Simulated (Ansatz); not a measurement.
Z-matrix (Å, degrees):
```
C
H 1 1.0800
Cl 1 1.6900 2 117.67
Cl 1 1.6900 2 117.67 3 154.89
```
Charge 0, spin multiplicity 2.

All values below come from frozen-core CCSD(T)/cc-pVTZ // PBE0-D3(BJ)/def2-TZVP (Ansatz, a program for electronic structure).

The HF energy is -957.44884 Ha. The MP2 correlation energy comes out as -0.51759 Ha.

Task: Estimate the CCSD correlation energy, the (T) correction, the total energy and the T1 diagnostic.

Result: 
| Property | Result |
|---|---|
| CCSD correlation energy | -0.55716 Ha |
| (T) correction | -0.02425 Ha |
| CCSD(T) total energy | -958.03025 Ha |
| T1 diagnostic | 0.016 |
